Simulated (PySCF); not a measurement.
SMILES CC[SiH](C)C (GFN2-xTB optimised geometry):

```
17

Si    -0.292     0.283     0.000
C      1.612     0.283     0.000
C     -0.925     2.077     0.000
C     -0.948    -0.617     1.553
C     -0.538    -2.084     1.618
H     -0.783    -0.412    -1.207
H      2.010     0.755     0.894
H      2.009    -0.727    -0.042
H      2.004     0.823    -0.857
H     -0.588     2.621     0.878
H     -2.010     2.114    -0.012
H     -0.570     2.614    -0.874
H     -0.593    -0.112     2.454
H     -2.037    -0.555     1.578
H      0.545    -2.179     1.649
H     -0.900    -2.621     0.744
H     -0.946    -2.565     2.506
```

Method: B3LYP/def2-SVP in PySCF.

What are the frontier orbital energies and the dipole moment?

HOMO-2 -8.51 eV, HOMO-1 -8.21 eV, HOMO -7.73 eV, LUMO 1.38 eV, LUMO+1 1.66 eV; dipole moment 0.48 D.

Meta-Löwdin charges at B3LYP/def2-SVP: Si1 0.78, C2 -0.54, C3 -0.54, C4 -0.39, C5 -0.27, H6 -0.13, H7 0.10, H8 0.11, H9 0.11, H10 0.10, H11 0.11, H12 0.11, H13 0.09, H14 0.09, H15 0.09, H16 0.09, H17 0.09.
